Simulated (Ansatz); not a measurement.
The same path of BH4NSSi (8 atoms, charge 0, multiplicity 1) was run twice with different band settings. Lost on the way: B1–H5. Made: N2–H5.

The calculation used RKS PBE-D4/def2-SVP (Ansatz).

Relaxed end points:

```xyz
8
Properties=species:S:1:pos:R:3
B -0.164 1.541 -1.547
N 0.131 0.771 -0.588
Si 0.515 -0.310 0.703
S -0.439 -2.235 0.491
H -0.440 2.267 -2.448
H 0.113 0.341 1.995
H 1.980 -0.628 0.700
H -1.695 -1.747 0.695
```

```xyz
8
Properties=species:S:1:pos:R:3
B -0.642 0.528 -2.025
N 0.007 0.916 -0.857
Si 0.493 -0.100 0.533
S -0.425 -2.032 0.393
H 0.180 1.933 -0.794
H 0.116 0.666 1.768
H 1.967 -0.367 0.519
H -1.697 -1.545 0.463
```

Common settings: movable images 7; climbing image yes; spring 5.0 eV/Å²; optimiser quadratic models (default); force threshold 0.05 eV/Å; iteration limit 60; end points relaxed.

| run | start path |
| --- | --- |
| 1 | through a guess of the saddle point |
| 2 | straight line |

Task: What does each run give, and how far can it be trusted?

Result: Run 1: converged after 15 iterations, highest image 3.010 eV above the first end. Neighbouring images differ by up to 1.4 eV, so the band resolves the path poorly. A vibrational analysis at the climbing image gives one clearly imaginary mode, 1342i cm⁻¹: a first-order saddle point.
Run 2: converged after 16 iterations, highest image 3.011 eV above the first end. Another band between the same ends (7 images) ends at a top of the same energy, where a vibrational analysis finds 1 clearly imaginary mode.
The orbitals stay closed-shell, which can raise the energy where a bond breaks towards radicals; this wasn't checked here.
